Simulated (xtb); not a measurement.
H₆NSi₂, SMILES [SiH3][N][SiH3] (connectivity only; charge and spin as stated), charge -1, multiplicity 1. All values are semi-empirical tight-binding results from xtb (GFN2-xTB unless named), good for trends rather than for accurate numbers. The structure is a stationary point at GFN2-xTB. The multiplicity is an assumed one; other spin states were not compared. The isomer is the one that the SMILES or the coordinates give; other isomers of the formula were not compared.

The point group as xtb finds it is C2 and the orbital gap is 4.90 eV. The zero-point energy is 30.3 kcal/mol, the G − E(el) at 298.15 K (modified RRHO) comes out as 12.2 kcal/mol and the static polarisability (D4 model) is 80.5 bohr³. The solvation energy, GFN2-xTB/ALPB(water) is -54.5 kcal/mol and the solvation energy, GFN2-xTB/ALPB(acetone) comes out as -51.8 kcal/mol.
